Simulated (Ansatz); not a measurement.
Input and output for the cluster Cs₂I (the lowest doublet isomer of a short search).

```yaml
crystal:
  periodic: [false, false, false]
  atoms:
    - {symbol: Cs, position_ang: [-2.358042, 0.796881, -0.603819]}
    - {symbol: Cs, position_ang: [2.447040, 0.482914, -0.582213]}
    - {symbol: I, position_ang: [-0.088998, -1.279794, 1.186032]}
basis:
  gaussian: {orbitals: def2-mTZVPP}
magnetization: {spin_polarized: true, initial_magnetization: 1}
hamiltonian: {xc: {name: LC-wPBE}}
scf: {omitted_lower_state_checks: [starts]}
output: {forces: true}
```

```sh
$ ansatz run in.yaml --threads 4 --pin off --events-out ev --progress --plain --max-ram 3916MiB
```

Shortened log:

```
Functional definition: LC-wPBE
949 factors; their error is unknown
482 factors; integrals over basis functions are off by at most 3.7e-5 eV
mean field evaluation 1: about -9199.1811 eV, gradient 1.0e1 eV
mean field evaluation 2: about -9200.0249 eV, gradient 7.2e0 eV
mean field evaluation 4: about -9200.2757 eV, gradient 5.2e-1 eV
mean field evaluation 8: about -9200.3069 eV, gradient 3.8e-2 eV
mean field evaluation 16: about -9200.3071 eV, gradient 5.0e-4 eV
mean field -9200.30707806 eV, -338.1050489266 hartree, gradient 2.8e-5 eV, S^2 0.750228; 0 other end points of the search recorded, 0 dependent functions left out
reference -9200.30707807 eV, -338.1050489269 hartree; 22, 21 occupied and 72, 73 virtual orbitals, 949 factors
Total energy: -9200.30707807 eV, -338.1050489269 hartree
Atom 0 at    -2.358042     0.796881    -0.603819 Å, force    -0.003160     0.010738    -0.009733 eV/Å
Atom 1 at     2.447040     0.482914    -0.582213 Å, force     0.004533     0.010171    -0.009639 eV/Å
Atom 2 at    -0.088998    -1.279794     1.186032 Å, force    -0.001373    -0.020908     0.019372 eV/Å
Dipole moment:     0.021050     0.303020    -0.280818 e Å
Checks for a lower state left out: starts
```

It took 3 s on 4 threads of Intel Xeon Platinum 8259CL on a shared host.

In the def2 sets Cs, I take a core potential; there is no spin–orbit coupling. LC-ωPBE has ω = 0.4 bohr⁻¹.
